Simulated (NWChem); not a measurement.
System: WH$_{5}$Cl; SMILES [Cl][WH5]

NWChem input:

```
start job
memory heap 200 mb stack 900 mb global 1100 mb
geometry units angstroms noautoz
  W     -0.223630    -0.087858    -0.152703
  Cl     0.820291    -0.443739     1.961014
  H     -0.232760     1.325153     0.707129
  H      0.635898    -0.143390    -1.623146
  H      1.193724     0.762680    -0.092065
  H     -1.685204     0.771800    -0.322737
  H     -0.508343    -1.643632     0.434121
end
basis spherical
  * library def2-svp
end
ecp
  W library def2-ecp
end
dft
  xc scan
  grid xcoarse
  iterations 150
  mulliken
end
task dft gradient
```

Parts of the log:

```
             Northwest Computational Chemistry Package (NWChem) 7.3.0
             --------------------------------------------------------

 CS  symmetry detected

                             Geometry "geometry" -> ""
                             -------------------------

 Output coordinates in angstroms (scale by  1.889725989 to convert to a.u.)

  No.       Tag          Charge          X              Y              Z
 ---- ---------------- ---------- -------------- -------------- --------------
    1 W                   74.0000    -0.01841908    -0.42091998     0.00000000
    2 Cl                  17.0000    -0.00853430     1.96322015     0.00000000
    3 H                    1.0000     1.28340345     0.12107776    -0.86457265
    4 H                    1.0000     0.26143957    -1.34110466     1.40678273
    5 H                    1.0000     1.28340345     0.12107776     0.86457265
    6 H                    1.0000     0.26143957    -1.34110466    -1.40678273
    7 H                    1.0000    -1.58159130     0.21339005     0.00000000

 Effective nuclear repulsion energy (a.u.)     414.1827841264

      Symmetry information
      --------------------

 Group name             Cs
 Group number              2
 Group order               2
 No. of unique centers     5

                                 NWChem DFT Module
                                 -----------------

 Summary of "ao basis" -> "ao basis" (spherical)
 ------------------------------------------------------------------------------
       Tag                 Description            Shells   Functions and Types
 ---------------- ------------------------------  ------  ---------------------
 W                          def2-svp                12       32   6s3p2d1f
 Cl                         def2-svp                 8       18   4s3p1d
 H                          def2-svp                 3        5   2s1p

      Symmetry analysis of basis
      --------------------------

        a'         49
        a"         26

            General Information
            -------------------
          SCF calculation type: DFT
          Wavefunction type:  closed shell.
          No. of atoms     :     7
          No. of electrons :    36
           Alpha electrons :    18
            Beta electrons :    18
          Charge           :     0
          Spin multiplicity:     1
          Use of symmetry is: on ; symmetry adaption is: on
          Maximum number of iterations: 150
          AO basis - number of functions:    75
                     number of shells:    35
          Convergence on energy requested:  1.00D-06
          Convergence on density requested:  1.00D-05
          Convergence on gradient requested:  5.00D-04

              XC Information
              --------------
                         SCAN Method XC Functional
                  SCAN metaGGA Exchange Functional  1.000
                        SCAN Correlation Potential  1.000

             Grid Information
             ----------------
          Grid used for XC integration:  xcoarse
          Radial quadrature: Mura-Knowles
          Angular quadrature: Lebedev.
          Tag              B.-S. Rad. Rad. Pts. Rad. Cut. Ang. Pts.
          ---              ---------- --------- --------- ---------
          W                   1.35       84           7.0       194
          Cl                  1.00       42           9.0       194
          H                   0.35       21           8.0       194
          Grid pruning is: on
          Number of quadrature shells:   189
          Spatial weights used:  Erf1

      Superposition of Atomic Density Guess
      -------------------------------------

 Sum of atomic energies:        -534.99653072

      Non-variational initial energy
      ------------------------------

 Total energy =    -527.873425
 1-e energy   =    -934.939491
 2-e energy   =     313.752432
 HOMO         =      -0.299399
 LUMO         =      -0.083318

      Symmetry analysis of molecular orbitals - initial
      -------------------------------------------------

  Numbering of irreducible representations:

     1 a'          2 a"

  Orbital symmetries:

     1 a'          2 a'          3 a'          4 a'          5 a"
     6 a'          7 a'          8 a"          9 a'         10 a'
    11 a'         12 a'         13 a"         14 a'         15 a"
    16 a'         17 a"         18 a'         19 a'         20 a'
    21 a"         22 a'         23 a'         24 a'         25 a"
    26 a"         27 a'         28 a'

     ---------------------------------------------
      Total Density - Mulliken Population Analysis
     ---------------------------------------------

    Atom       Charge   Shell Charges
 -----------   ------   -------------------------------------------------------
    1 W   14    12.27   0.04 -0.35  1.80  0.52  0.61  0.23  5.47  0.59  0.07  2.72  0.53  0.04
    2 Cl  17    17.57   2.00  1.99  1.23  0.74  5.94  2.20  3.46  0.01
    3 H    1     1.21   0.74  0.45  0.02
    4 H    1     1.24   0.74  0.50  0.01
    5 H    1     1.21   0.74  0.45  0.02
    6 H    1     1.24   0.74  0.50  0.01
    7 H    1     1.26   0.76  0.49  0.01

   convergence    iter        energy       DeltaE   RMS-Dens  Diis-err
 ---------------- ----- ----------------- --------- --------- ---------
 d= 0,ls=0.0,diis     1   -529.9118597012 -6.23D+02  5.96D-02  1.18D+00
 d= 0,ls=0.0,diis     2   -523.8026100768  6.11D+00  5.17D-02  3.60D+01
 d= 0,ls=0.0,diis     3   -529.9641858373 -6.16D+00  1.34D-02  8.29D-01
 d= 0,ls=0.0,diis     4   -530.0670143915 -1.03D-01  4.71D-03  1.13D-01
 d= 0,ls=0.0,diis     5   -530.0871849259 -2.02D-02  6.62D-04  6.98D-04
  Resetting Diis
 d= 0,ls=0.0,diis     6   -530.0872284136 -4.35D-05  3.19D-04  5.03D-04
 d= 0,ls=0.0,diis     7   -530.0873098808 -8.15D-05  1.91D-04  3.39D-05
 d= 0,ls=0.0,diis     8   -530.0872929296  1.70D-05  1.47D-04  1.43D-04
 d= 0,ls=0.0,diis     9   -530.0873126963 -1.98D-05  4.41D-05  1.79D-05
 d= 0,ls=0.0,diis    10   -530.0873152697 -2.57D-06  5.87D-06  2.41D-07
 d= 0,ls=0.0,diis    11   -530.0873153063 -3.67D-08  9.00D-07  3.01D-09

         Total DFT energy =     -530.087315306317
      One electron energy =     -936.901346544163
           Coulomb energy =      351.146139781356
    Exchange-Corr. energy =      -37.645742083377
 Nuclear repulsion energy =       93.313633539867

 Numeric. integr. density =       35.995089436422

                  Occupations of the irreducible representations
                  ----------------------------------------------

                     irrep           alpha         beta
                     --------     --------     --------
                     a'               13.0         13.0
                     a"                5.0          5.0

                       DFT Final Molecular Orbital Analysis
                       ------------------------------------

 Vector   16  Occ=2.000000D+00  E=-3.271954D-01  Symmetry=a"
              MO Center=  5.1D-01,  4.4D-01, -2.9D-11, r^2= 2.6D+00
   Bfn.  Coefficient  Atom+Function         Bfn.  Coefficient  Atom+Function
  ----- ------------  ---------------      ----- ------------  ---------------
    19      0.411183  1 W  d  1              45     -0.307904  2 Cl pz
    51      0.243861  3 H  s                 61     -0.243861  5 H  s
    42     -0.240993  2 Cl pz                17     -0.187773  1 W  d -1
    52      0.150218  3 H  s                 62     -0.150218  5 H  s
     9      0.145702  1 W  pz                39     -0.141513  2 Cl pz

 Vector   17  Occ=2.000000D+00  E=-2.671897D-01  Symmetry=a"
              MO Center=  6.1D-02,  8.8D-01, -2.3D-11, r^2= 3.1D+00
   Bfn.  Coefficient  Atom+Function         Bfn.  Coefficient  Atom+Function
  ----- ------------  ---------------      ----- ------------  ---------------
    45      0.501276  2 Cl pz                19      0.367935  1 W  d  1
    42      0.365361  2 Cl pz                17     -0.214444  1 W  d -1
    39      0.213090  2 Cl pz                51      0.151841  3 H  s
    61     -0.151841  5 H  s                 24      0.112555  1 W  d  1
    56      0.111766  4 H  s                 66     -0.111766  6 H  s

 Vector   18  Occ=2.000000D+00  E=-2.328884D-01  Symmetry=a'
              MO Center= -4.5D-02,  1.3D+00,  1.8D-12, r^2= 2.7D+00
   Bfn.  Coefficient  Atom+Function         Bfn.  Coefficient  Atom+Function
  ----- ------------  ---------------      ----- ------------  ---------------
    43      0.577150  2 Cl px                40      0.411353  2 Cl px
    16     -0.289872  1 W  d -2              37      0.238803  2 Cl px
    71      0.208172  7 H  s                 72      0.172138  7 H  s
    52     -0.148151  3 H  s                 62     -0.148151  5 H  s
    51     -0.146613  3 H  s                 61     -0.146613  5 H  s

 Vector   19  Occ=0.000000D+00  E=-1.525442D-01  Symmetry=a'
              MO Center= -8.7D-02, -6.2D-01, -1.8D-13, r^2= 2.8D+00
   Bfn.  Coefficient  Atom+Function         Bfn.  Coefficient  Atom+Function
  ----- ------------  ---------------      ----- ------------  ---------------
    18      0.627580  1 W  d  0              44     -0.325747  2 Cl py
    23      0.309491  1 W  d  0              20      0.285389  1 W  d  2
    16     -0.224148  1 W  d -2              36      0.188592  2 Cl s
    57     -0.184887  4 H  s                 67     -0.184887  6 H  s
     8     -0.170879  1 W  py                 5     -0.161031  1 W  s

 Vector   20  Occ=0.000000D+00  E=-1.459047D-01  Symmetry=a'
              MO Center= -9.4D-02, -6.4D-01,  3.1D-13, r^2= 2.9D+00
   Bfn.  Coefficient  Atom+Function         Bfn.  Coefficient  Atom+Function
  ----- ------------  ---------------      ----- ------------  ---------------
    16      0.613799  1 W  d -2              72      0.350540  7 H  s
    21      0.302303  1 W  d -2              52     -0.257541  3 H  s
    62     -0.257541  5 H  s                 18      0.223611  1 W  d  0
     7      0.219915  1 W  px                 5      0.155190  1 W  s
    71      0.145498  7 H  s                  6      0.126957  1 W  s

 Vector   21  Occ=0.000000D+00  E=-1.146950D-01  Symmetry=a"
              MO Center= -1.4D-01, -1.5D-01,  1.1D-13, r^2= 3.3D+00
   Bfn.  Coefficient  Atom+Function         Bfn.  Coefficient  Atom+Function
  ----- ------------  ---------------      ----- ------------  ---------------
    19      0.464709  1 W  d  1              17      0.456838  1 W  d -1
    57      0.343340  4 H  s                 67     -0.343340  6 H  s
    45     -0.276425  2 Cl pz                24      0.273004  1 W  d  1
    52     -0.247255  3 H  s                 62      0.247255  5 H  s
     9     -0.210823  1 W  pz                22      0.188881  1 W  d -1

     ---------------------------------------------
      Total Density - Mulliken Population Analysis
     ---------------------------------------------

    Atom       Charge   Shell Charges
 -----------   ------   -------------------------------------------------------
    1 W   14    13.18   0.04 -0.36  1.87  0.47  0.65  0.08  5.56  0.52  0.05  3.73  0.54  0.04
    2 Cl  17    17.25   2.00  1.99  1.24  0.74  5.93  2.12  3.21  0.02
    3 H    1     1.05   0.70  0.32  0.02
    4 H    1     1.18   0.73  0.43  0.01
    5 H    1     1.05   0.70  0.32  0.02
    6 H    1     1.18   0.73  0.43  0.01
    7 H    1     1.11   0.73  0.37  0.02

     -------------------------------------------
      Total Density - Lowdin Population Analysis
     -------------------------------------------

    Atom       Charge   Shell Charges
 -----------   ------   -------------------------------------------------------
    1 W   14    13.88   0.00  0.04  1.09  0.81  0.42  0.23  4.90  1.26  0.37  3.38  1.31  0.08
    2 Cl  17    16.91   2.00  1.96  1.03  0.77  5.82  2.26  3.06  0.02
    3 H    1     0.99   0.62  0.33  0.04
    4 H    1     1.08   0.65  0.40  0.03
    5 H    1     0.99   0.62  0.33  0.04
    6 H    1     1.08   0.65  0.40  0.03
    7 H    1     1.06   0.66  0.37  0.03

     Multipole analysis of the density
     ---------------------------------

     L   x y z        total         alpha         beta         nuclear
     -   - - -        -----         -----         ----         -------
     0   0 0 0     -0.000000    -18.000000    -18.000000     36.000000

     1   1 0 0     -0.291095     -1.189758     -1.189758      2.088421
     1   0 1 0     -1.121709    -24.423558    -24.423558     47.725406
     1   0 0 1      0.000000      0.000000      0.000000      0.000000

     2   2 0 0    -30.587698    -25.896998    -25.896998     21.206298
     2   1 1 0      0.753556      1.991322      1.991322     -3.229088
     2   1 0 1      0.000000      0.000000      0.000000      0.000000
     2   0 2 0    -31.921011   -143.937409   -143.937409    255.953808
     2   0 1 1     -0.000000     -0.000000     -0.000000      0.000000
     2   0 0 2    -31.454363    -25.463772    -25.463772     19.473182

            General Information
            -------------------
          SCF calculation type: DFT
          Wavefunction type:  closed shell.
          No. of atoms     :     7
          No. of electrons :    36
           Alpha electrons :    18
            Beta electrons :    18
          Charge           :     0
          Spin multiplicity:     1
          Use of symmetry is: on ; symmetry adaption is: on
          Maximum number of iterations: 150
          AO basis - number of functions:    75
                     number of shells:    35
          Convergence on energy requested:  1.00D-06
          Convergence on density requested:  1.00D-05
          Convergence on gradient requested:  5.00D-04

              XC Information
              --------------
                         SCAN Method XC Functional
                  SCAN metaGGA Exchange Functional  1.000
                        SCAN Correlation Potential  1.000

             Grid Information
             ----------------
          Grid used for XC integration:  xcoarse
          Radial quadrature: Mura-Knowles
          Angular quadrature: Lebedev.
          Tag              B.-S. Rad. Rad. Pts. Rad. Cut. Ang. Pts.
          ---              ---------- --------- --------- ---------
          W                   1.35       84           7.0       194
          Cl                  1.00       42           9.0       194
          H                   0.35       21           8.0       194
          Grid pruning is: on
          Number of quadrature shells:   189
          Spatial weights used:  Erf1

          Convergence Information
          -----------------------
          Convergence aids based upon iterative change in
          total energy or number of iterations.
          Levelshifting, if invoked, occurs when the
          HOMO/LUMO gap drops below (HL_TOL):  1.00D-02
          DIIS, if invoked, will attempt to extrapolate
          using up to (NFOCK): 10 stored Fock matrices.

                    Damping( 0%)  Levelshifting(0.5)       DIIS
                  --------------- ------------------- ---------------
          dE  on:    start            ASAP                start
          dE off:    2 iters        150 iters           150 iters

[...]

                         DFT ENERGY GRADIENTS

    atom               coordinates                        gradient
                 x          y          z           x          y          z
   1 W      -0.034807  -0.795423   0.000000   -0.009034  -0.004146   0.000000
   2 Cl     -0.016127   3.709948   0.000000   -0.000797  -0.000908   0.000000
   3 H       2.425281   0.228804  -1.633805    0.002476   0.000174  -0.001759
   4 H       0.494049  -2.534320   2.658434   -0.000580   0.003545  -0.005298
   5 H       2.425281   0.228804   1.633805    0.002476   0.000174   0.001759
   6 H       0.494049  -2.534320  -2.658434   -0.000580   0.003545   0.005298
   7 H      -2.988774   0.403249   0.000000    0.006040  -0.002383   0.000000
```

Level: SCAN/def2-SVP with def2 effective core potentials on W. Structure relaxed at the PBE0/def2-SVP level. def2 effective core potentials on W; no spin-orbit coupling.
